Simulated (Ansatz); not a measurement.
# NiS: shapes and states compared

Computed with Ansatz's Gaussian-basis code (development build). Basis cc-pwCVTZ-DK on Ni, cc-pVTZ-DK on S, scalar X2C without spin–orbit coupling, 10 orbitals frozen in the corrections; active space CAS(14,9), shells under the valence barred from it. Restricted Hartree–Fock, then the lowest state-specific CASSCF solution met for each case. On stretched bonds single-reference methods can fail or change state. Unlike active orbitals can shift such differences by tenths of an eV, at times by over 1 eV.

Case A, singlet: bond length 1.9630 Å.

Case B, triplet: the shape of A.

Energy less that of case A, in eV:

```json
{"case": "B", "RHF/ROHF": "-2.834", "CASSCF": "-0.610"}
```

What does SC-NEVPT2 give for these differences?

B: +0.340 eV (7.8 kcal/mol).

Which case is lowest, and do the methods agree?

A is lowest in SC-NEVPT2. RHF/ROHF puts B lowest. CASSCF puts B lowest.
